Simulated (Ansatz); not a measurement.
Reaction (ligand exchange at a B–N bond): `OBN[SiH3]` + NH₃ → `NBO` + `N[SiH3]`

Computed with Ansatz on PBE0-D4/def2-TZVP structures; ΔE is electronic, products minus reactants. CBS: MP2 limit from def2 TZ/QZ plus the TZ coupled-cluster correction, frozen cores. This one scheme is used for every species. DFT in def2-TZVPP. One conformer a species, not always the lowest.

```
        level  ΔE (kJ/mol)
      r2SCAN0          0.9
MP2/CBS(def2)          5.1
```

(1) What does CCSD(T)/CBS give? (Best estimate.)

Largest T1 diagnostic among the species: 0.012.

Answers

(1) Computed: +5.5 kJ/mol. The listed levels differ from it by -4.6, -0.4 kJ/mol.

Leaving LDA and LC-ωPBE aside and taking each functional with its dispersion term where it has one, the values, not all of them listed here, spread over 3.4 kJ/mol, from CAM-B3LYP-D4 to revPBE-D4. In def2-TZVPP, CCSD(T) changes the Hartree–Fock value by +5.9 kJ/mol (the triples alone add +1.1 kJ/mol) and MP2 by +5.5 kJ/mol.
